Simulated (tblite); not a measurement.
Compound: C5H11O2 (doublet state).
Atom-mapped SMILES: `[CH3:1][CH2:2][C@H:3]([O:4])[CH2:5][O:6][CH3:7]` (hydrogens: H8, H9, H10 on C1; H11, H12 on C2; H13 on C3; H14, H15 on C5; H16, H17, H18 on C7)

Computed geometry: GFN2-xTB, gas phase. This method treats the open shell by occupation alone, without spin polarisation.

(1) List the bond lengths, angles and torsions at this level.

## Answers

(1) 
| bond | length (Å) | order |
| --- | --- | --- |
| C1–C2 | 1.521 | single |
| C2–C3 | 1.553 | single |
| C3–O4 | 1.319 | single |
| C3–C5 | 1.595 | single |
| C5–O6 | 1.381 | single |
| O6–C7 | 1.396 | single |
| C1–H8, C1–H9, C1–H10 | 1.088 | single |
| C2–H11 | 1.091 | single |
| C2–H12 | 1.091 | single |
| C3–H13 | 1.111 | single |
| C5–H14 | 1.090 | single |
| C5–H15 | 1.097 | single |
| C7–H16, C7–H18 | 1.091 | single |
| C7–H17 | 1.123 | single |

Bonds in one row agree within 0.01 Å and their mean is given. Orders are formal, as drawn. A selection of angles:
| angle | degrees |
| --- | --- |
| C2–C1–H8 | 110.7 |
| C2–C1–H9 | 109.9 |
| H8–C1–H9 | 108.5 |
| C1–C2–C3 | 109.7 |
| C1–C2–H11 | 109.9 |
| C1–C2–H12 | 110.5 |
| C3–C2–H11 | 108.1 |
| C3–C2–H12 | 109.3 |
| H11–C2–H12 | 109.2 |
| C2–C3–O4 | 112.9 |
| C2–C3–C5 | 105.6 |
| C2–C3–H13 | 109.3 |
| O4–C3–C5 | 109.6 |
| O4–C3–H13 | 113.0 |
| C5–C3–H13 | 105.9 |
| C3–C5–O6 | 109.1 |
| C3–C5–H14 | 109.3 |
| C3–C5–H15 | 107.4 |
| O6–C5–H14 | 107.7 |
| O6–C5–H15 | 112.1 |
| H14–C5–H15 | 111.3 |
| C5–O6–C7 | 113.3 |
| O6–C7–H16 | 108.1 |
| O6–C7–H18 | 112.0 |
| H16–C7–H17 | 111.2 |
| H17–C7–H18 | 107.4 |

Torsions: C1–C2–C3–O4 -69° (synclinal); C2–C3–C5–O6 -178° (antiperiplanar); C3–C5–O6–C7 -70° (synclinal).

The C–C distances run from 1.521 Å (C1–C2, drawn single) to 1.595 Å (C3–C5, drawn single), a spread of 0.074 Å. O6 (oxygen bonded to 2 C) is bent (angle 113.3°). The 3 C–O bonds span 1.319 Å (C3–O4, drawn single) to 1.396 Å (O6–C7, drawn single), a spread of 0.077 Å. Of the pairs four or more bonds apart, O4···H17 is among the closest relative to their van der Waals radii: 1.71 Å, 63 % of the sum of Bondi's values.

Point group: C1 (no symmetry element, even within 0.4 Å). Its GFN2-xTB frequencies are all real (lowest 78 cm⁻¹).

One conformer stands for the species.
